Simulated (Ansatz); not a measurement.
Ideal-gas functions of BH4SbTe, SMILES `[BH2][SbH][TeH]` at 298.15 K and 1 bar, from an Ansatz frequency run at PBE0-D4/def2-TZVP.

Molar mass 264.2 g/mol, point group C1 (symmetry number 1), electronic degeneracy 1, moments of inertia 66.267, 519.973, 577.058 u Å². Harmonic wavenumbers (cm⁻¹, unscaled): 93, 124, 191, 242, 407, 518, 554, 600, 690, 892, 1141, 1960, 2149, 2596, 2705.

Use S(trans) = R[1.5 ln M + 2.5 ln T − 1.1517]; rotational temperatures θ = 24.2544 K / I; S(rot) = R[ln(√π/σ · √(T³/θAθBθC)) + 1.5]; for each mode x = 1.438777 ν̃/T, S = R[x/(eˣ − 1) − ln(1 − e⁻ˣ)] and H = RT x/(eˣ − 1); 1 cm⁻¹ = 0.0119627 kJ/mol; R = 8.31446 J/(mol·K).

Question: By hand: the entropy, in J/(mol·K).

Answer: Translation 178.4. Rotation: θ = 0.366, 0.0466, 0.042 K, giving 118.4. Vibration, mode by mode: 15.05, 12.71, 9.28, 7.48, 3.92, 2.57, 2.24, 1.88, 1.33, 0.60, 0.22, 0.01, 0.00, 0.00, 0.00, in all 57.3. Electronic 0.0. Sum 354.1 J/(mol·K).

Question: By hand: H − E and G − E in kJ/mol, counted from the electronic energy.

Answer: Zero-point energy ½ × 14862 × 0.0119627 = 88.9; thermal vibration 9.4; translation, rotation and pV give 4 RT = 9.9. H − E = 108.2 kJ/mol, and G − E = 108.2 − 298.15 × 354.1/1000 = 2.6 kJ/mol.

Vibration gives 16 % of the entropy, 27.8 J/(mol·K) of it from the modes under 150 cm⁻¹: soft modes count most, and the harmonic formula is weakest for them. The sum counts one conformer and one mirror image; others add a mixing term.
